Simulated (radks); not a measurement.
All-electron atom: Se V in [Ar] 3d10 4s2 (the NIST ground configuration). All-electron calculation, Dirac Kohn-Sham, PBE, spin-unpolarised, spherical densities, finite nucleus; Fermi nuclear charge, rms radius 4.14 fm. Program: a radial shooting solver on a logarithmic mesh with Libxc functionals.

Spin-orbit splittings of the eigenvalues, e(l+1/2) - e(l-1/2), with zeta = 2 splitting/(2l+1) and mean radii in bohr:

shell  occ.  splitting (eV)  zeta (eV)  <r> j=l-1/2  <r> j=l+1/2
2p        6           41.78      27.85       0.1685       0.1723
3p        6           5.889      3.926       0.5814       0.5918
3d       10          0.9051     0.3620       0.6212       0.6252
